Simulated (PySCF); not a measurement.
C4H7FSi, SMILES F[C@H]1[Si@@H](C)C=C1.

Geometry optimised at B3LYP-D3(BJ)/def2-SVP. The structure was generated by enumeration; whether it is a known compound was not checked.

All values below come from B3LYP-D3(BJ)/def2-SVP (PySCF).

Frequencies are harmonic and unscaled.

Computed normal modes with their intensities:
| mode | ν (cm⁻¹) | IR (km/mol) | Raman (Å⁴/amu) | depolarisation | moving atoms (share of kinetic energy) |
|---|---|---|---|---|---|
| 1 | 119 | 1.2 | 0.4 | 0.73 | H 43 %, F 28 %, C 27 % |
| 2 | 127 | 1.2 | 3.4 | 0.73 | C 50 %, H 27 %, F 14 %, Si 9 % |
| 3 | 135 | 0.1 | 0.4 | 0.75 | H 75 %, C 14 % |
| 4 | 252 | 1.9 | 4.4 | 0.70 | C 47 %, H 26 %, Si 14 %, F 13 % |
| 5 | 323 | 3.5 | 3.1 | 0.71 | F 31 %, Si 30 %, C 23 %, H 15 % |
| 6 | 458 | 12.1 | 3.3 | 0.58 | C 42 %, H 31 %, F 25 % |
| 7 | 534 | 10.7 | 13.0 | 0.16 | C 50 %, Si 30 %, H 19 % |
| 8 | 597 | 8.1 | 11.3 | 0.59 | H 55 %, C 32 % |
| 9 | 686 | 17.2 | 10.2 | 0.31 | H 57 %, C 31 %, Si 9 % |
| 10 | 700 | 8.2 | 10.1 | 0.75 | H 63 %, C 25 %, Si 11 % |
| 11 | 724 | 18.8 | 7.1 | 0.20 | C 43 %, H 42 %, Si 12 % |
| 12 | 786 | 84.5 | 2.6 | 0.75 | H 53 %, C 27 %, Si 17 % |
| 13 | 816 | 75.3 | 1.2 | 0.74 | H 63 %, Si 18 %, C 18 % |
| 14 | 826 | 2.4 | 2.4 | 0.57 | H 49 %, C 45 % |
| 15 | 909 | 139.4 | 4.9 | 0.74 | H 77 %, C 13 %, Si 10 % |
| 16 | 988 | 26.5 | 4.7 | 0.14 | C 50 %, H 45 % |
| 17 | 1007 | 8.2 | 0.7 | 0.68 | H 59 %, C 40 % |
| 18 | 1028 | 16.4 | 12.1 | 0.74 | H 83 %, C 13 % |
| 19 | 1087 | 73.5 | 7.7 | 0.42 | C 55 %, F 22 %, H 22 % |
| 20 | 1163 | 3.0 | 8.7 | 0.26 | H 56 %, C 43 % |
| 21 | 1268 | 19.1 | 0.8 | 0.23 | H 79 %, C 21 % |
| 22 | 1289 | 9.2 | 3.0 | 0.73 | H 66 %, C 33 % |
| 23 | 1333 | 36.5 | 9.4 | 0.73 | H 73 %, C 25 % |
| 24 | 1427 | 3.1 | 13.5 | 0.74 | H 96 % |
| 25 | 1432 | 5.0 | 10.7 | 0.74 | H 96 % |
| 26 | 1596 | 2.9 | 16.5 | 0.08 | C 92 % |
| 27 | 2192 | 172.9 | 167.5 | 0.24 | H 97 % |
| 28 | 3032 | 2.9 | 140.6 | 0.01 | H 97 % |
| 29 | 3047 | 26.4 | 149.9 | 0.35 | H 92 % |
| 30 | 3113 | 26.1 | 219.9 | 0.34 | H 92 %, C 8 % |
| 31 | 3121 | 3.9 | 92.7 | 0.75 | H 91 %, C 9 % |
| 32 | 3136 | 2.2 | 68.9 | 0.75 | H 91 %, C 9 % |
| 33 | 3199 | 8.0 | 163.1 | 0.26 | H 91 %, C 9 % |
